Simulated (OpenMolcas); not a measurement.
# Ce3+: ligand-field states by method

Ce3+ with 6 ligands (iodide, oxide on the axis) in tetragonal octahedral coordination (D4h) at 3.24 Å, the axial distance 2.466 Å. A charge of +0.833 e stands 2.8 Å behind each ligand. Ligand basis ANO-RCC-VDZP.
```
Ce    0.0000    0.0000    0.0000
I     3.2400    0.0000    0.0000
I     0.0000    3.2400    0.0000
I    -3.2400    0.0000    0.0000
I     0.0000   -3.2400    0.0000
O     0.0000    0.0000    2.4656
O     0.0000    0.0000   -2.4656
```

| Property | Result |
| --- | --- |
| Program | OpenMolcas |
| Basis | ANO-RCC-VDZP [7s6p4d2f1g] |
| Scalar Hamiltonian | DKH2, point nucleus |
| Active space | 1 electron in 7 orbitals (4f) |
| State averaging | 2S+1 = 2 odd, 7 roots |
| Spin-orbit coupling | RASSI with atomic mean-field integrals over the reference wave functions |

I. CASSCF
II. SS-CASPT2, IPEA 0.25 Eh, imaginary shift 0.1 Eh (closed shells correlated: 5s 5p and the ligand valence shells)

Spin-free states (labels of D4, the rotations of D4h) in cm-1, each column counted from its own energy of the first state listed:

```tsv
State	Degeneracy	I	II
2E	2	0	0
2B1	1	1188	1530
2B2	1	1204	1520
2E	2	2885	3200
2A2	1	3962	4550
```

From I to II, I's first state of the same spin (2B1) moves from 1188 to 1530 cm-1, by about +350 cm-1. In II another state of that kind comes below it.

χT at 300 K: I 0.62, II 0.61 cm3 K/mol.

Over all roots computed the reference weight is 0.68 in II; a low but even weight reflects the number of correlated electrons. Splittings of an f shell from a small cluster at a set distance can be off by tens of per cent, mostly too small (holds for II). The distance lies 3 % over the 3.14 Å that this model takes as the normal distance (a Shannon-type radius plus a fixed donor radius); by an R⁻⁵ law this alone changes a d-shell field by about -15 %. No measured value stands beside these numbers; the geometry is a model, was not optimised and need not be the one that this ion takes.
